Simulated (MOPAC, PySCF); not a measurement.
C3H4O, SMILES `C=C1CO1`, neutral singlet in the gas phase. 

Cartesian coordinates (Å):
SMILES: C=C1CO1
```xyz
8

C      1.4017     0.1655    -0.2220
C      0.1232    -0.1298    -0.1327
C     -1.2270     0.0170     0.3212
O     -0.7612    -1.0311    -0.6175
H      2.0642    -0.4178    -0.8458
H      1.8012     1.0006     0.3329
H     -1.5224    -0.3604     1.2939
H     -1.8798     0.7559    -0.1300
```
Charge 0, multiplicity 1.

All levels are single points at this geometry (B3LYP-D3(BJ)/def2-TZVP); Pople sets use spherical d functions. Orbital energies aren't observables, and empty levels follow the basis.

PM6 in MOPAC gives HOMO (eV) = -9.85.

Question: Estimate the HOMO (eV) from each of these levels: B3LYP-D3(BJ)/def2-TZVP in PySCF; PBE-D3(BJ)/def2-TZVP in PySCF; B3LYP/3-21G in PySCF; BP86/6-31G* in PySCF; M06-2X/6-31G* in PySCF; PBE/6-31G* in PySCF; SVWN5/6-31G* in PySCF; HF/3-21G in PySCF; HF/6-31G* in PySCF; HF/STO-3G in PySCF; PM3 in MOPAC; PM7 in MOPAC.

Answer: 
```csv
level,HOMO (eV)
B3LYP-D3(BJ)/def2-TZVP in PySCF,-6.81
PBE-D3(BJ)/def2-TZVP in PySCF,-5.78
B3LYP/3-21G in PySCF,-6.41
BP86/6-31G* in PySCF,-5.49
M06-2X/6-31G* in PySCF,-8.05
PBE/6-31G* in PySCF,-5.38
SVWN5/6-31G* in PySCF,-5.52
HF/3-21G in PySCF,-9.80
HF/6-31G* in PySCF,-9.66
HF/STO-3G in PySCF,-7.93
PM3 in MOPAC,-10.00
PM7 in MOPAC,-9.97
```
